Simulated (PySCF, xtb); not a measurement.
B(All)(Cl)(OH) (C₃H₆BClO), SMILES C=CCB(O)Cl. Other conformers were not sampled.

Harmonic wavenumbers (cm⁻¹) from GFN2-xTB run with xtb at its own minimum, in rising order: 15, 70, 157, 276, 334, 413, 489, 555, 586, 656, 834, 862, 890, 947, 1020, 1032, 1085, 1164, 1225, 1285, 1296, 1414, 1468, 1713, 2972, 2978, 3070, 3095, 3128, 3605.

### Question
What does PBE-D3(BJ)/def2-SVP run with PySCF 2.14.0 give at its own minimum? (An estimate is asked for; the answer gives what the named calculation found.)

### Answer
31, 76, 170, 310, 353, 409, 512, 568, 580, 666, 814, 883, 891, 931, 990, 1021, 1138, 1165, 1190, 1264, 1355, 1382, 1384, 1667, 2946, 3008, 3066, 3084, 3167, 3729. Paired by order, the mean absolute difference is 27 cm⁻¹ and the zero-point energies are 55.2 and 55.4 kcal/mol.
